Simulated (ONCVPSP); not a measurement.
## Yb: one change to an ONCV potential, before and after

ytterbium (Yb), optimised norm-conserving Vanderbilt (ONCV), made with ONCVPSP 4.0.1 (PBE, scalar-relativistic). Core [Kr] 4d10 4f13, reference 5s2 5p6 5d1 6s1.75 (charge +0.25). Waves: 5s+6s: rc 1.70 bohr, ncon 4, nbas 8, qcut 6.1 1/bohr, 2 projectors; 5p: rc 1.70 bohr, ncon 5, nbas 8, qcut 7.1 1/bohr, 2 projectors, debl 1.8 Ha; 5d: rc 3.35 bohr, ncon 3, nbas 8, qcut 5.3 1/bohr, 3 projectors, debl 3.6 Ha. Local part: polynomial inside 1.45 bohr (lpopt 5, dvloc0 -1 Ha). Core correction: Teter function fitted to the true core (icmod 2), fcfact 0.5.

All-electron outer shells of the reference configuration (PBE, scalar-relativistic, ld1.x):

| shell | level (eV) | outermost node (bohr) | outermost maximum (bohr) |
| --- | --- | --- | --- |
| 5s | -60.87 | 0.58 | 1.07 |
| 5p | -32.55 | 0.62 | 1.22 |
| 4f | -11.14 | – | 0.48 |
| 6s | -5.87 | 1.44 | 3.08 |
| 5d | -3.27 | 0.70 | 1.85 |

Change: local potential polynomial inside 1.45 bohr (lpopt 5, dvloc0 6.5 Ha).

Cutoffs: the cutoffs (Ha) at which the residual kinetic energy of the hardest occupied pseudo-wave falls to 1 and 0.1 mHa per electron; they do not see the model core or the augmentation charge, which bear on the density cutoff. Errors are all-electron minus pseudo energies relative to the spin-unpolarised reference configuration.

Q: How do hardness, ghosts and transferability respond?

A: The potential gets neither clearly harder nor softer (22 Ha and 39 Ha → 22 Ha and 39 Ha); the bound ghost in d disappears; of the 4 tests that both files solve, the error grows in 3 and shrinks in 1 by more than 15 % and 0.3 meV (median size 75.8 → 193.6 meV). In the separable form a ghost depends on how the local part lies against the semilocal potential of the channel, so the choice of the local part can create or remove one.

| quantity | base | changed |
| --- | --- | --- |
| cutoff, loose | 22 Ha | 22 Ha |
| cutoff, tight | 39 Ha | 39 Ha |
| bound ghosts | d | none |
| GHOST(+) flags under 300 eV | d at 75.8 eV, s at 156.7 eV | none |
| error for 5s2 5p6 5d1 6s2, meV [ΔE -1.30 eV] | -1.0 | +4.2 |
| error for 5s2 5p6 5d1 6s1, meV [ΔE 5.95 eV] | -20 | +53 |
| error for 5s2 5p6 5d1 6s0, meV [ΔE 19.06 eV] | -131 | +335 |
| error for 5s2 5p5 5d1 6s2, meV [ΔE 35.06 eV] | -550 | +335 |
| s: phases at 1.73 bohr within 0.05 rad from the reference energy up to (Ha; the scan ends near 5) | to the end of the scan | to the end of the scan |
| p: phases at 1.73 bohr within 0.05 rad from the reference energy up to (Ha; the scan ends near 5) | to the end of the scan | to the end of the scan |
| d: phases at 3.39 bohr within 0.05 rad from the reference energy up to (Ha; the scan ends near 5) | -0.0 | -0.1 |
| rms error of d²Exc/dni dnj with the model core, mHa | 0.67 | 0.67 |

 A true bound ghost makes a file unfit for plane-wave use even where its test errors are small: the radial tests pick states by their node count and pass the ghost by.
